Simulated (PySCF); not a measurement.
Be(F)(Me) (CH3BeF), SMILES [CH3][Be][F].

The structure is a stationary point at r2SCAN-D4/def2-TZVP.

Method: r2SCAN/def2-TZVPD in PySCF.

Gas-phase values at a fixed geometry.

| Item | Result |
|---|---|
| total energy | -154.57085 hartree |
| point group | C3v |
| highest occupied level | -7.84 eV |
| lowest empty level | -0.21 eV |
| orbital gap | 7.62 eV |
| dipole moment | 1.31 D |
| quadrupole, principal values (traceless, Buckingham form, about the centre of nuclear charge) | -6.28, 3.14, 3.14 D·Å |
| mean static polarisability | 28.7 bohr³ (4.25 Å³) |
| polarisability, principal values | 26.5, 26.5, 33.2 bohr³ |
